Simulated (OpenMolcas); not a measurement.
InSiH5 (SMILES [SiH3][InH2]): methods side by side

InSiH5 has 7 atoms, charge 0, and is taken as a singlet. SMILES: `[SiH3][InH2]`. The shape is that of a PBE0-D4/def2-TZVP optimisation.

Each level gives the HOMO–LUMO gap (eV). The values are calculated.

```
                            level             kind     program  value (eV)
    HF/def2-TZVP (core potential)     Hartree–Fock  OpenMolcas       10.01
 SVWN5/def2-TZVP (core potential)              LDA  OpenMolcas        3.35
   PBE/def2-TZVP (core potential)              GGA  OpenMolcas        3.48
revPBE/def2-TZVP (core potential)              GGA  OpenMolcas        3.55
r2SCAN/def2-TZVP (core potential)         meta-GGA  OpenMolcas        3.96
 B3LYP/def2-TZVP (core potential)    global hybrid  OpenMolcas        4.77
M06-2X/def2-TZVP (core potential)  hybrid meta-GGA  OpenMolcas        6.61
B2PLYP/def2-TZVP (core potential)    double hybrid  OpenMolcas        6.97
```

The values span 3.35 to 10.01 eV. Orbital gaps aren't excitation energies, and those of double hybrids come from the SCF part alone; they tend to grow with the share of exact exchange.
